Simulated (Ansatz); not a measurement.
The first iterations of a band of BrH + ClFGeH2 (7 atoms, charge 0, multiplicity 1).

Method: RKS PBE-D4/def2-SVP (Ansatz 0.2.0).

```
movable images  : 7
climbing image  : yes
spring          : 20.0 eV/Å²
optimiser       : quadratic models (default)
start path      : through a guess of the saddle point
force threshold : 0.05 eV/Å
iteration limit : 60
end points      : relaxed
```

Initial state:

```xyz
7
Properties=species:S:1:pos:R:3
Ge 0.184 0.000 -0.027
Cl 0.332 0.000 2.158
F 1.842 0.000 -0.595
H -0.452 1.332 -0.468
H -0.452 -1.332 -0.468
Br -3.277 0.000 1.282
H -2.070 0.000 2.082
```

Final state:

```xyz
7
Properties=species:S:1:pos:R:3
Ge -0.705 0.000 -0.603
Cl -0.214 0.000 3.706
F 0.575 0.000 0.631
H -0.533 1.322 -1.380
H -0.533 -1.322 -1.381
Br -2.715 0.000 0.514
H 0.233 0.000 2.478
```

| iteration | highest image above the first end (eV) | largest band force component (eV/Å) |
| --- | --- | --- |
| 1 | 5.757 | 21.831 |
| 2 | 1.415 | 6.511 |
| 3 | 1.387 | 3.157 |
| 4 | 1.367 | 3.416 |

Task: Does the band converge within its limit, and where does its top end?

Result: The forces met the threshold. It ended after 12 iterations with the highest image 0.899 eV above the first end. Another band between the same ends (7 images) ends at a top of the same energy, where a vibrational analysis finds 2 clearly imaginary modes. The orbitals stay closed-shell, which can raise the energy where a bond breaks towards radicals; this wasn't checked here.

The run took 2.7 min on 2 threads of Arm Neoverse V1, with other jobs on the host, peak memory 0.17 GiB.
